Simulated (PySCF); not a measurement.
# Nuclear quadrupole coupling in `CC(C)C(=O)O[SiH2][SiH3]`

C₄H₁₂O₂Si₂.
Cartesian coordinates in Å at the GFN2-xTB level; atoms count from 1:
```xyz
20
C4H12O2Si2 angstrom
C     -2.199   -0.728   -1.048
C     -1.521    0.548   -0.549
C     -2.034    0.939    0.838
C     -0.022    0.327   -0.483
O      0.769    0.978   -1.126
O      0.337   -0.632    0.332
Si     1.936   -1.098    0.603
Si     3.279    0.254   -0.694
H     -1.995   -1.551   -0.367
H     -3.275   -0.576   -1.103
H     -1.835   -0.994   -2.038
H     -1.699    1.365   -1.255
H     -1.553    1.853    1.181
H     -3.109    1.104    0.803
H     -1.825    0.145    1.550
H      1.804   -2.524    0.289
H      1.955   -0.973    2.064
H      4.671   -0.175   -0.435
H      3.081    0.081   -2.132
H      3.231    1.666   -0.318
```

Field gradients from the PBE0/pcSseg-1 density (PySCF, non-relativistic), principal values in atomic units, ordered |Vxx| ≤ |Vyy| ≤ |Vzz|:

```csv
atom,Vxx,Vyy,Vzz
O5,0.6799,0.8135,-1.4934
O6,-0.5989,-0.7602,1.3592
```

Problem. Find the asymmetry η = (Vxx − Vyy)/Vzz and the couplings χ = eQV/h (234.96 MHz × Q in barn × V in au), with Q(17O) = −0.0256 b.

Solution. 
```json
{"atom": "O5", "environment": "carbonyl oxygen", "nucleus": "17O", "η": "0.09", "χzz (MHz)": "8.98", "χxx (MHz)": "-4.09", "χyy (MHz)": "-4.89"}
{"atom": "O6", "environment": "oxygen singly bound to a carbonyl carbon", "nucleus": "17O", "η": "0.12", "χzz (MHz)": "-8.18", "χxx (MHz)": "3.60", "χyy (MHz)": "4.57"}
```

Problem. What is Vzz at O5 in SI units (1 au = 9.71736 × 10²¹ V/m²)?

Solution. -1.4934 au = -14.512 × 10²¹ V/m².

Were the hydrogens deuterons (Q(2H) = 0.00286 b), χzz would run from 102 kHz (H18) to 212 kHz (H14 and H10).

Geometry: GFN2-xTB, one conformer, isolated molecule. GFN2-xTB bond lengths can be off by several hundredths of an ångström, more for odd bonds, and the gradients follow them. A larger basis could move these couplings by a tenth or more.

These values come from a run that also computed NMR shieldings. On an Arm Neoverse V1 with one thread (shared host), this took 61 s of wall time and 1.0 GiB of memory at its peak.
